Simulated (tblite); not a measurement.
C6H14N (doublet state).
Z-matrix (Å and degrees, GFN2-xTB geometry), rows numbered from 1:
```
C 
C   1  1.5193
C   2  1.5373  1  113.39
C   3  1.5279  2  111.37  1    63.27
C   3  1.5294  2  109.35  1  -176.05
C   3  1.5670  2  107.87  1   -58.50
N   6  1.4022  3  116.63  2    62.87
H   1  1.0873  2  112.03  3   -77.82
H   1  1.0865  2  111.56  3   159.64
H   1  1.1109  2  107.18  3    41.03
H   2  1.0934  1  109.93  3   121.57
H   2  1.0920  1  109.14  3  -120.60
H   4  1.0883  3  110.03  2    61.26
H   4  1.0888  3  110.54  2  -179.37
H   4  1.0868  3  111.49  2   -58.65
H   5  1.0876  3  110.79  2    61.36
H   5  1.0882  3  110.26  2   -58.49
H   5  1.0879  3  110.87  2  -178.26
H   6  1.0960  3  108.25  2   -58.72
H   6  1.1032  3  105.66  2  -174.58
H   7  1.0194  6  110.59  3    62.38
```

Computed with GFN2-xTB (tblite): harmonic, unscaled wavenumbers at the GFN2-xTB geometry, gas phase. Errors from tens to a few hundred cm⁻¹ against measured bands are possible. One conformer, not necessarily the lowest. Open shells enter through the occupations alone, without spin polarisation, and single modes of such species can be off by tens of per cent.

Harmonic wavenumbers (cm⁻¹): 135.1, 167.9, 210.1, 241.2, 256.2, 269.6, 311.7, 340.0, 384.2, 410.9, 435.3, 534.8, 587.0, 746.7, 827.2, 880.5, 911.6, 960.6, 972.9, 1008.3, 1029.9, 1066.1, 1089.2, 1101.2, 1158.0, 1178.7, 1190.1, 1238.2, 1263.2, 1281.9, 1332.0, 1352.2, 1399.7, 1407.0, 1423.0, 1450.3, 1461.8, 1471.4, 1484.1, 1497.0, 1498.8, 1506.0, 1512.6, 2680.9, 2803.5, 2930.8, 2949.8, 2980.3, 3018.8, 3022.9, 3026.1, 3031.3, 3034.5, 3037.4, 3041.8, 3046.1, 3317.4.

A = 2948, B = 2348, C = 1896 MHz; mass 100.113 u (most abundant isotopes); point group C1, symmetry number 1; spin multiplicity 2.

Question: Zero-point energy?

Answer: ½Σν̃ = 41453 cm⁻¹ = 118.52 kcal/mol.

Question: What is S at 400 K and 1 bar for an ideal gas of classical rigid rotors and harmonic oscillators?

Answer: Translation 41.21, rotation 28.47, vibration 30.28, spin (R ln 2) 1.38: S = 101.3 cal/(mol K).

Question: And Cp and H(400 K) − H(0)?

Answer: Cp = 46.45 cal/(mol K), of which vibrations give 38.50 (their classical limit is 57 R = 113.3); H(400 K) − H(0) = 10.32 kcal/mol without the zero-point energy, 7.14 from vibrations.

Question: Which modes carry the vibrational entropy at 400 K?

Answer: 135.1 cm⁻¹: 3.44; 167.9 cm⁻¹: 3.02; 210.1 cm⁻¹: 2.59; 241.2 cm⁻¹: 2.33; 256.2 cm⁻¹: 2.22; 269.6 cm⁻¹: 2.12 cal/(mol K); the other 51 give 14.56 together.

Question: Blend soft modes into free rotors: weight 1/[1 + (100 cm⁻¹/ν̃)⁴] for the oscillator and the rest for a rotor with moment μB/(μ + B), μ = h/(8π²ν), B = 10⁻⁴⁴ kg m². What vibrational entropy results?

Answer: 30.10 cal/(mol K) in place of 30.28, which changes −T·S at 400 K by +0.07 kcal/mol.

Question: What must be added to the electronic energy to get the Gibbs energy at 400 K and 1 bar?

Answer: ZPE + [H(400 K) − H(0)] − T·S = 118.52 + 10.32 − 40.54 = 88.30 kcal/mol.

Question: How do the functions run with temperature in this model?

Answer: 
```
T (K)  S (cal/(mol K))  Cp (cal/(mol K))  H − H(0) (kcal/mol)  G − H(0) (kcal/mol)  ln q(vib)
  100             63.1              15.3                 1.02                -5.29       0.40
  200             77.2              25.9                 3.11               -12.32       2.02
  300             89.5              36.0                 6.20               -20.67       4.06
  500            112.8              56.0                15.46               -40.92       8.53
  800            144.0              77.1                35.66               -79.56      15.51
 1000            162.3              86.6                52.07              -110.22      20.04
```

q(vib) and H(0) count from the zero-point level.

Hindered rotation and anharmonicity are outside this model. Other conformers, if any are populated, would add a mixing term that is left out. The structure is chiral; the term R ln 2 for an equal mix with its mirror image is left out.

Hardware: an AMD EPYC 9R45 with one thread, shared host with 96 logical CPUs at a one-minute load of 49. Cost: 0.44 s of wall time. The figure is for the frequency step alone.
